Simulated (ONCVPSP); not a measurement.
# Co (Z = 27): excitation energies, all-electron against ONCV

cobalt, optimised norm-conserving Vanderbilt (ONCV), made with ONCVPSP 4.0.1 (PBE, scalar-relativistic). Core [Ar], reference 3d7 4s1.5 4p0.5. Waves: 4s: rc 2.30 bohr, ncon 4, nbas 9, qcut 3.1 1/bohr, 1 projector; 4p: rc 3.25 bohr, ncon 3, nbas 7, qcut 2.8 1/bohr, 1 projector; 3d: rc 1.60 bohr, ncon 4, nbas 9, qcut 11.1 1/bohr, local. Local part: the d channel. Core correction: Teter function, fcfact 2.75, rcfact 1.1.

Energies are relative to the spin-unpolarised reference configuration 3d7 4s1.5 4p0.5; without spin polarisation the order of configurations can differ from experiment.

```tsv
valence configuration	charge	ΔE all-electron (eV)	error AE − PS (meV)
3d7 4s2 4p0	0	-2.136	+1.9
3d7 4s0 4p0	+2	23.681	+53
3d7 4s0 4p2	0	6.843	+19
```

What are ΔE and the potential's error for 3d7 4s1 4p0?

ΔE = 6.895 eV all-electron; the error (AE − PS) is +1.8 meV.

Note: ghosts flagged at negative energy: s at -181.9 eV, p at -46.1 eV; no localised positive-energy state flagged. A true bound ghost makes a file unfit for plane-wave use.
